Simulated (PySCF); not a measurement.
Gas-phase reaction: InCl3 + 4 H → InH2Cl + 2 HCl

Method: PySCF energies plus ideal-gas RRHO corrections (1 bar). † marks an energy on the PBE0/def2-TZVP geometry and frequencies. Open shells (unrestricted): H (multiplicity 2); the rest are closed-shell singlets. In: scalar-relativistic def2 core potential, no spin-orbit coupling. InH2Cl: computed as isolated molecules; such fragments, hydroxides, amides, oligomers or adducts are transient or little studied in the gas.

PBE0/def2-SVP† gives ΔH°(298 K) = -646 kJ.

Problem. What do LDA/def2-TZVP†, r2SCAN/def2-TZVP†, ωB97M-V/def2-TZVP† give?

Solution. LDA/def2-TZVP†: -747 kJ; r2SCAN/def2-TZVP†: -667 kJ; ωB97M-V/def2-TZVP†: -684 kJ. For scale, ΔH°(298 K) is -646 kJ at this level, -684 kJ at ωB97M-V/def2-TZVP†, and runs from -800 to -476 kJ over the 18 levels computed.
